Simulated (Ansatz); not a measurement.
Ansatz (a first-principles code) input (B3LYP-D3(BJ)/def2-TZVP):

Ansatz 0.2 input:
```yaml
crystal:
  periodic: [false, false, false]
  atoms:
    - {symbol: Ge, position_ang: [0.07563687, -0.06875213, -1.22637767]}
    - {symbol: I, position_ang: [-0.01814795, 0.07404073, 1.21360344]}
basis:
  gaussian:
    orbitals: def2-TZVP
hamiltonian:
  xc: b3lyp
  dispersion: d3bj
total_charge: 1
relax: {f_tol: 0.002, max_steps: 150}
```

Output:

```
Functional definition: B3LYP
integrals: 0.03 GiB planned
800 factors; their error is unknown
mean field: 0.30 GiB planned
mean field evaluation 1: about -64612.3675 eV, gradient 3.1e1 eV
mean field evaluation 2: about -64565.8933 eV, gradient 1.1e2 eV
mean field evaluation 4: about -64615.4637 eV, gradient 7.7e0 eV
mean field evaluation 8: about -64616.0303 eV, gradient 5.9e-1 eV
mean field evaluation 16: about -64616.0305 eV, gradient 1.6e-5 eV
mean field -64616.03050521 eV, -2374.5953227480 hartree, gradient 1.6e-5 eV, S^2 0.000000; 0 other end points of the search recorded, 0 dependent functions left out
the calculation of the forces begins
reference -64616.03069114 eV, -2374.5953295807 hartree; 28, 28 occupied and 70, 70 virtual orbitals, 800 factors
relax step   1: F+E_penalty+E_count = -64616.13544803 eV  Δ(F+E_penalty+E_count) = +0.000e0 eV  max|allowed force component| = 3.565e-1 eV/Å  Δτ_max = 0.0000 Å  (27 SCF iters, accepted)
these checks for a lower state are left out or cut short: starts, cluster_reference, orbital_swaps, neighbouring_geometries, increment
integrals: 0.03 GiB planned
800 factors; their error is unknown
mean field: 0.30 GiB planned
mean field -64616.03116980 eV, -2374.5953471711 hartree, gradient 6.6e-6 eV, S^2 0.000000; 0 other end points of the search recorded, 0 dependent functions left out
the calculation of the forces begins
reference -64616.03135538 eV, -2374.5953539910 hartree; 28, 28 occupied and 70, 70 virtual orbitals, 800 factors
relax step   2: F+E_penalty+E_count = -64616.13631080 eV  Δ(F+E_penalty+E_count) = -8.628e-4 eV  max|allowed force component| = 3.416e-1 eV/Å  Δτ_max = 0.0237 Å  (32 SCF iters, accepted)
these checks for a lower state are left out or cut short: starts, cluster_reference, orbital_swaps, neighbouring_geometries, increment
integrals: 0.03 GiB planned
800 factors; their error is unknown
mean field: 0.30 GiB planned
mean field evaluation 32: about -64616.0350 eV, gradient 6.6e-6 eV
mean field -64616.03497242 eV, -2374.5954869147 hartree, gradient 6.6e-6 eV, S^2 0.000000; 0 other end points of the search recorded, 0 dependent functions left out
the calculation of the forces begins
reference -64616.03515816 eV, -2374.5954937406 hartree; 28, 28 occupied and 70, 70 virtual orbitals, 800 factors
relax step   3: F+E_penalty+E_count = -64616.14002763 eV  Δ(F+E_penalty+E_count) = -3.717e-3 eV  max|allowed force component| = 1.408e-2 eV/Å  Δτ_max = 0.0106 Å  (33 SCF iters, accepted)
these checks for a lower state are left out or cut short: starts, cluster_reference, orbital_swaps, neighbouring_geometries, increment
integrals: 0.03 GiB planned
800 factors; their error is unknown
mean field: 0.30 GiB planned
mean field -64616.03498363 eV, -2374.5954873269 hartree, gradient 6.6e-6 eV, S^2 0.000000; 0 other end points of the search recorded, 0 dependent functions left out
the calculation of the forces begins
reference -64616.03516938 eV, -2374.5954941532 hartree; 28, 28 occupied and 70, 70 virtual orbitals, 800 factors
relax step   4: F+E_penalty+E_count = -64616.14003361 eV  Δ(F+E_penalty+E_count) = -5.982e-6 eV  max|allowed force component| = 4.559e-3 eV/Å  Δτ_max = 0.0006 Å  (34 SCF iters, accepted)
these checks for a lower state are left out or cut short: starts, cluster_reference, orbital_swaps, neighbouring_geometries, increment
integrals: 0.03 GiB planned
800 factors; their error is unknown
mean field: 0.30 GiB planned
mean field -64616.03498305 eV, -2374.5954873055 hartree, gradient 6.6e-6 eV, S^2 0.000000; 0 other end points of the search recorded, 0 dependent functions left out
the calculation of the forces begins
reference -64616.03516880 eV, -2374.5954941317 hartree; 28, 28 occupied and 70, 70 virtual orbitals, 800 factors
relax step   5: F+E_penalty+E_count = -64616.14003432 eV  Δ(F+E_penalty+E_count) = -7.030e-7 eV  max|allowed force component| = 3.441e-6 eV/Å  Δτ_max = 0.0002 Å  (34 SCF iters, accepted)
integrals: 0.03 GiB planned
800 factors; their error is unknown
mean field: 0.30 GiB planned
mean field evaluation 64: about -64616.0350 eV, gradient 9.9e-2 eV
mean field -64616.03498305 eV, -2374.5954873055 hartree, gradient 6.6e-6 eV, S^2 0.000000; 1 other end points of the search recorded, 0 dependent functions left out
the calculation of the forces begins
reference -64616.03516880 eV, -2374.5954941317 hartree; 28, 28 occupied and 70, 70 virtual orbitals, 800 factors
Total energy: -64616.14022007 eV, -2374.5993546945 hartree
Atom 0 at     0.075153    -0.068015    -1.213783 Å, force     0.000000    -0.000000    -0.000003 eV/Å
Atom 1 at    -0.017664     0.073304     1.201009 Å, force    -0.000000     0.000000     0.000003 eV/Å
Dipole moment:     0.027348    -0.041639    -0.711502 e Å
```
